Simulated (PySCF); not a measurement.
Atom-mapped SMILES (the numbers label the heavy atoms): `[CH2:1]=[C:2]1[CH2:3][O:4][SiH2:5][C:6](=[CH2:7])[O:8]1`. Hydrogens are named by the atom that carries them. Ha(C1) is cis to C3; Ha(C7) is cis to Si5; Hb(C1) is trans to C3; Hb(C7) is trans to Si5.

Theory: shielding tensors at PBE0/pcSseg-1 (GIAO), GFN2-xTB structure, in PySCF (averaged over atoms made equivalent by symmetry, fast rotation or ring inversion, relativity neglected, one conformer, no solvent model).

Problem. Predict the 2D correlation tables (HSQC, COSY, HMBC).

Solution. 

HSQC (one-bond C–H):
```csv
δH,δC
5.71 (Hb(C7)),112.6 (C7)
4.81 (Ha(C7)),112.6 (C7)
4.74 (Hb(C1)),98.1 (C1)
4.49 (Ha(C1)),98.1 (C1)
4.47 (H(C3)),66.5 (C3)
```

COSY cross peaks (H two or three bonds apart, from the bond graph; peaks can be absent where the dihedral angle is near 90°):
```csv
δH,δH
5.71 (Hb(C7)),4.81 (Ha(C7))
4.74 (Hb(C1)),4.49 (Ha(C1))
```

HMBC (two and three bonds, from the bond graph):
```csv
δH,δC
5.71 (Hb(C7)),161.9 (C6)
5.19 (H(Si5)),"161.9 (C6), 112.6 (C7), 66.5 (C3)"
4.81 (Ha(C7)),161.9 (C6)
4.74 (Hb(C1)),"163.2 (C2), 66.5 (C3)"
4.49 (Ha(C1)),"163.2 (C2), 66.5 (C3)"
4.47 (H(C3)),"163.2 (C2), 98.1 (C1)"
```

Shifts are taken against calculated references (same method and geometry level): $^{1}$H (σ = 31.72 ppm), $^{13}$C (σ = 186.93 ppm) against TMS.

Short H···H contacts in this conformer between protons four or more bonds apart (candidates for NOE cross peaks, intensity ∝ r⁻⁶): Ha(C1)···H(C3) 2.38 Å.

Shifts are as computed. Against solution values, carbons near 30 ppm lie about +3 ppm off and those near 130 ppm about +5 ppm. Of 1309 compounds with measured shifts, 239 miss one by over three times the rms of a fit or turn the order of signals round; such compounds aren't used in these exercises.
